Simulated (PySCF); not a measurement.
## Electron correlation in O (oxygen, neutral)

[He] 2s2 2p3 3s1, high-spin 5S determinant (an excited configuration). All numbers are calculated (PySCF 2.14, scalar relativity by spin-free X2C-1e, in aug-cc-pCVTZ-DK with one added diffuse shell each of s, p, d, f type (8s7p5d3f, 75 functions)). Frozen: 1s2; 6 electrons correlated.

MP2 pair energies summed by pair of shells (mhartree):

```json
{"pair": "2s-2p", "energy": "-66.52", "share (%)": "61.9"}
{"pair": "2p-2p", "energy": "-24.08", "share (%)": "22.4"}
{"pair": "2s-2s", "energy": "-10.69", "share (%)": "10.0"}
{"pair": "2p-3s", "energy": "-3.16", "share (%)": "2.9"}
{"pair": "2s-3s", "energy": "-3.04", "share (%)": "2.8"}
```

Total MP2 correlation energy: -107.49 mhartree.

Same-spin part -33.60 and opposite-spin part -73.89 mhartree; SCS-MP2 scales them by 1/3 and 6/5 to -99.86 mhartree.
